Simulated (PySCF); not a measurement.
Compound: C₇H₁₅F.
Structure used (PBE0-D3(BJ)/def2-SVP), in Å, numbered top down from 1:
```xyz
23
C7H15F angstrom
C      1.9855    0.1360   -1.5196
C      1.4196   -0.0258   -0.1174
C     -0.0149   -0.5841   -0.0137
C     -0.4130   -0.6088    1.4656
C     -0.0612   -2.0178   -0.5488
C     -1.0191    0.2542   -0.8252
C     -1.0937    1.7254   -0.4867
F     -2.0414    2.3307   -1.2798
H      1.4027    0.8492   -2.1235
H      2.0085   -0.8179   -2.0675
H      3.0183    0.5133   -1.4804
H      1.4644    0.9449    0.4067
H      2.0777   -0.6954    0.4635
H     -0.3364    0.3851    1.9329
H      0.2455   -1.2861    2.0320
H     -1.4479   -0.9649    1.5928
H     -1.0600   -2.4577   -0.4013
H      0.6684   -2.6568   -0.0261
H      0.1604   -2.0604   -1.6257
H     -0.7922    0.1694   -1.9008
H     -2.0277   -0.1736   -0.6945
H     -0.1288    2.2316   -0.6613
H     -1.3754    1.8873    0.5675
```

Level: PBE0/pcSseg-1 in PySCF, non-relativistic, on one gas-phase PBE0-D3(BJ)/def2-SVP geometry that isn't relaxed in the solvent. The solvent is an IEF-PCM continuum (cavity from Bondi-type radii × 1.2). Specific hydrogen bonds and non-electrostatic terms are outside this model.

Gas phase at PBE0/pcSseg-1: HOMO -8.77 eV, LUMO 1.18 eV, dipole 2.02 D.

Q: What does the continuum do to the energy, the frontier levels and the dipole at PBE0/pcSseg-1 in tetrahydrofuran and acetonitrile?

A: 
| solvent | ε | E(solvent) − E(gas) (kcal/mol) | polarisation term (kcal/mol) | distortion of the solute (kcal/mol) | HOMO (eV) | LUMO (eV) | dipole (D) |
| --- | --- | --- | --- | --- | --- | --- | --- |
| tetrahydrofuran | 7.426 | -2.47 | -2.70 | 0.23 | -8.60 | 1.44 | 2.31 |
| acetonitrile | 35.69 | -2.95 | -3.27 | 0.32 | -8.58 | 1.48 | 2.36 |

The first energy column is the sum of the next two and covers electrostatics alone. From tetrahydrofuran to acetonitrile the lowering changes by a factor 1.19, Onsager's factor (ε − 1)/(2ε + 1) by 1.18 and ε itself by 4.8.

Q: Which radius a makes the point-dipole formula ΔE = −[(ε − 1)/(2ε + 1)]·μ²/a³ give the value in acetonitrile, with the gas-phase dipole?

A: μ = 0.797 au and |ΔE| = 0.00470 Eh give a = 2.13 Å; the farthest nucleus lies 3.41 Å from the centroid of the nuclei, so such a sphere wouldn't even hold the nuclei. The formula assumes a rigid point dipole at the centre of a sphere.

Q: Give the dipole vector in the frame of the coordinates (D, pointing from negative to positive charge), gas and acetonitrile.

A: Gas (1.39, -1.11, 0.98), solvent (1.64, -1.18, 1.23). Its length changes by +17 % and its direction by 3°.

Q: Which IAO charges (PBE0/pcSseg-1) respond most in acetonitrile (means over atoms taken as equivalent)?

A: 
```csv
atoms,environment,gas (e),solvent (e),change
F8,alkyl fluorine,-0.330,-0.347,-0.017
H22/H23,methylene hydrogen,+0.127,+0.137,+0.010
C7,sp3 C–F carbon,+0.054,+0.048,-0.006
C4/C5,methyl carbon,-0.405,-0.409,-0.004
C1,methyl carbon,-0.409,-0.413,-0.004
H12/H13,methylene hydrogen,+0.122,+0.125,+0.003
C3,quaternary sp3 carbon,+0.051,+0.054,+0.003
C2,chain CH2 carbon,-0.246,-0.248,-0.002
C6,chain CH2 carbon,-0.269,-0.271,-0.002
H14 (×6),methyl hydrogen,+0.131,+0.133,+0.002
H9/H10/H11,methyl hydrogen,+0.135,+0.136,+0.001
H20/H21,methylene hydrogen,+0.133,+0.133,0.000
```

The run took 49 s on an Arm Neoverse V1 with one thread, no GPU, on a shared host, and the process peaked at 1.2 GiB of memory. This is the whole shielding run at PBE0/pcSseg-1 in acetonitrile, SCF included.
